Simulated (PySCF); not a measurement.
AlFH4O2SSi, SMILES F[SiH2][S][Al]([OH])[OH].

The structure is a stationary point at B3LYP-D3(BJ)/def2-SVP. The structure was generated by enumeration; whether it is a known compound was not checked. One conformer was computed; it need not be the lowest.

Vertical ionisation energy (IE) and electron affinity (EA) in eV. Rows of orbital energies are one-electron estimates. Where ΔSCF, EOM or ADC give a negative EA the extra electron is unbound and the value depends on the basis.

| level | IE | EA |
|---|---|---|
| −ε(HOMO), −ε(LUMO), M06-2X/def2-TZVP (PySCF) | 8.86 | 0.29 |
| −ε(HOMO), −ε(LUMO), PBE/def2-TZVP (PySCF) | … | … |

### Question
Complete the blanks. (An estimate is asked for; the answer gives what the named calculation found.)

### Answer

- −ε(HOMO), −ε(LUMO), PBE/def2-TZVP (PySCF), IE: 6.48
- −ε(HOMO), −ε(LUMO), PBE/def2-TZVP (PySCF), EA: 1.96
